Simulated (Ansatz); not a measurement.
`[SiH3][NH][SnH3]` + HCl → `[Cl][SnH3]` + `N[SiH3]`  (ligand exchange at the Sn–N bond)

Isolated molecules relaxed with PBE0-D4/def2-TZVP in Ansatz; ΔE leaves out vibrations. CBS: MP2 limit from def2 TZ/QZ plus the TZ coupled-cluster correction, frozen cores. This one scheme is used for every species. DFT in def2-TZVPP. HSE06 is defined as in plane-wave codes. def2 core potentials past Kr. For Sn outer-core shells are correlated without core-valence functions, which leaves a few kJ/mol of doubt a bond.

Is it downhill or uphill in electronic energy at CCSD(T)/CBS, and by how much? (An estimate is asked.)

Ansatz gave: Downhill: ΔE = -83.5 kJ/mol.

What do these levels give: B97M-V, PBE0-D4, r2SCANh-D4, r2SCAN0-D4, HSE06-D4, ωB97X-V, PBE0, CCSD(T)/def2-SVP, HF/def2-TZVPP, CCSD(T)/def2-TZVPP, HF/def2-QZVPP, HF/CBS(def2)? (An estimate is asked.)

The calculation gave: B97M-V -93.7, PBE0-D4 -91.7, r2SCANh-D4 -93.3, r2SCAN0-D4 -94.1, HSE06-D4 -92.0, ωB97X-V -89.7, PBE0 -95.6, CCSD(T)/def2-SVP -79.6, HF/def2-TZVPP -103.5, CCSD(T)/def2-TZVPP -78.8, HF/def2-QZVPP -103.4, HF/CBS(def2) -103.4 kJ/mol.

Largest T1 diagnostic among the species: 0.012.

The D4 term adds +7.0 kJ/mol with B3LYP and +3.9 kJ/mol with PBE0; it sums over pairs of atoms, weighted by their polarisabilities, and B3LYP, whose exchange is more repulsive, gets the larger term. Leaving LDA and LC-ωPBE aside and taking each functional with its dispersion term where it has one, the values, not all of them listed here, spread over 6.9 kJ/mol, from r2SCAN0-D4 to revPBE-D4. LDA lies +7.3 kJ/mol from PBE without D4.

B3LYP here is the variant with VWN-RPA as its local correlation; programs differ in this.
